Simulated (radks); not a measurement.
Question: The mean radii <r> (bohr) of the occupied orbitals of an atom or ion are listed with their occupations. All-electron calculation, scalar-relativistic Kohn-Sham, PBEsol, spin-polarised, spherical densities, finite nucleus; Fermi nuclear charge, rms radius of each element as measured or else 0.836 A^(1/3) + 0.57 fm. Program: a radial shooting solver on a logarithmic mesh with Libxc functionals.

orbital  occ.      <r>
1s up       1  0.02409
1s down     1  0.02409
2s up       1   0.1017
2s down     1   0.1016
2p up       3  0.08907
2p down     3  0.08905
3s up       1   0.2457
3s down     1   0.2460
3p up       2   0.2385

Name the element and its charge. Open shells, if any, are filled with parallel spins first.

Answer: Z = 59, praseodymium, charge +45: Pr45+ in [Ne] 3s2 3p2. The 1s radius gives Z: for a bare nucleus <r> = (2 gamma + 1)/(2Z) with gamma = sqrt(1 - (Z/c)^2), 0.02377 bohr for Z = 59, and screening makes it slightly larger (0.02409 here). The occupations add up to 14, and the charge is Z minus that.
